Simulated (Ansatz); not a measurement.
```yaml
crystal:
  periodic: [false, false, false]
  atoms:
    - {symbol: V, position_ang: [-0.004183, -0.000442, -0.288262]}
    - {symbol: N, position_ang: [0.019048, 0.001999, 1.308875]}
    - {symbol: H, position_ang: [0.033993, 0.003659, 2.326892]}
    - {symbol: O, position_ang: [1.596120, 0.422014, -0.880398]}
    - {symbol: H, position_ang: [2.334680, 0.614935, -0.294541]}
    - {symbol: O, position_ang: [-1.183330, 1.180272, -0.841090]}
    - {symbol: H, position_ang: [-1.705994, 1.717164, -0.237353]}
    - {symbol: O, position_ang: [-0.450141, -1.606210, -0.847488]}
    - {symbol: H, position_ang: [-0.640192, -2.333381, -0.246624]}
basis:
  gaussian: {orbitals: "6-31G*"}
total_charge: 1
magnetization: {spin_polarized: true, initial_magnetization: 1}
hamiltonian: {xc: {name: wB97X}, pseudopotentials: {relativity: scalar}}
scf: {omitted_lower_state_checks: [starts]}
```

```sh
$ ansatz run in.yaml --threads 4 --pin off --events-out ev --progress --plain --max-ram 3916MiB
```

It prints (some lines left out):

```
Functional definition: wB97X
  name "wB97X"
  cite "Chai & Head-Gordon, J. Chem. Phys. 128, 084106 (2008) doi:10.1063/1.2834918"
  cite "Becke, J. Chem. Phys. 107, 8554 (1997) doi:10.1063/1.475007"
  parameter omega = 0.3/bohr
  parameter cx = 0.157706
  parameter cx1 = 0.726479
  parameter cx2 = 1.04760
  parameter cx3 = -5.70635
  parameter cx4 = 13.2794
  parameter css1 = -4.33879
  parameter css2 = 18.2308
  parameter css3 = -31.7430
  parameter css4 = 17.2901
  parameter cos1 = 2.37031
  parameter cos2 = -11.3995
  parameter cos3 = 6.58405
  parameter cos4 = -3.78132
  # The coefficients of nought are those of the uniform gas.
  exchange = spin_sum(e_x_unif_sr(omega)*poly(b97_u_x, 1 - cx, cx1, cx2, cx3, cx4)) + cx*exact_x_sr(omega)
      + exact_x_lr(omega)
  correlation = spin_sum(e_c_pw_same_spin*poly(b97_u_same, 1, css1, css2, css3, css4))
      + integral(e_c_pw_opposite_spin*poly(b97_u_opposite, 1, cos1, cos2, cos3, cos4))
these checks for a lower state are left out or cut short: starts
1029 factors; integrals over basis functions are off by at most 1.0e-3 eV
224 factors; integrals over basis functions are off by at most 1.9e-5 eV
mean field evaluation 1: about -33471.6900 eV, gradient 8.5e1 eV
mean field evaluation 2: about -33092.4967 eV, gradient 3.5e2 eV
mean field evaluation 4: about -33496.6063 eV, gradient 1.5e1 eV
mean field evaluation 8: about -33497.3666 eV, gradient 2.5e-1 eV
mean field evaluation 16: about -33497.5054 eV, gradient 1.2e-2 eV
mean field evaluation 32: about -33497.4952 eV, gradient 1.2e0 eV
mean field -33497.50550262 eV, -1231.0106217966 hartree, gradient 7.2e-6 eV, S^2 0.764343; 0 other end points of the search recorded, 0 dependent functions left out
reference -33497.50543475 eV, -1231.0106193024 hartree; 29, 28 occupied and 75, 76 virtual orbitals, 1029 factors
Total energy: -33497.50543475 eV, -1231.0106193024 hartree
Relativity: scalar
Checks for a lower state left out: starts
```

Run time 22 s (4 threads of Arm Neoverse V2 on a shared host).

The 6-31G sets use Cartesian d functions.
